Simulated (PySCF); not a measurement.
**Structure from NMR data**

Molecular formula: C4H2F4. Simulated spectra:

¹H NMR (600 MHz, computed): δ 6.86 (ddd, J = 82.7, 6.9, 2.9 Hz, 1H), 5.37 (m, 1H).

¹³C{¹H} NMR (computed): δ 166.6 (C, ddd, J = 384.7, 370.3, 45.0 Hz), 158.6 (CH, dd, J = 356.5, 5.9 Hz), 136.1 (C, m), 103.9 (CH, m).

Theory: GFN2-xTB geometry, J couplings at B3LYP/pcJ-1 (spin–dipole term only in couplings to heteroatoms), shieldings: GIAO PBE0/pcSseg-1, in PySCF (non-relativistic, a single conformation, gas phase).

Referencing at the same level of theory: ¹H, ¹³C against TMS.

Question: Choose the structure that fits.
A. FCC#CC(F)(F)F
B. F/C=C\C(F)=C(F)F
C. FC1=C[C@H]1C(F)(F)F

Answer: B. 

The formula gives 2 degrees of unsaturation (no ring in the answer). 4 carbon signals for 4 carbons: no two carbons are equivalent. Carbon types of the structure: 2 × C, 2 × CH, which accounts for all hydrogens. δC 166.6, 136.1: fully substituted alkene carbon. δC 158.6, 103.9: alkene CH; as expected for a trigonal carbon in a double bond. δH 6.86, 5.37: hydrogen on an alkene CH; attached to an sp2 carbon and in the plane of the double bond.

The others: FCC#CC(F)(F)F would give 1 signal for carbon-bound and other non-exchanging H, not 2; FC1=C[C@H]1C(F)(F)F has carbons computed at 151.1, 133.7, 73.9, 34.1.

C–F couplings over four or more bonds (about 3 Hz to the para carbon of a fluoroarene) are left out. Common functionals overestimate the size of one-bond C–F couplings by tens of Hz; these are unscaled. Multiplet labels drop couplings under 1 Hz and merge nearly equal ones. Unscaled 3J(H,H) at this level run about 10 % above measured values. Shifts are as computed. Against solution values, carbons near 30 ppm lie about +3 ppm off and those near 130 ppm about +5 ppm. Of 1211 compounds with measured shifts, 218 miss one by over three times the rms of a fit or turn the order of signals round; such compounds aren't used in these exercises.
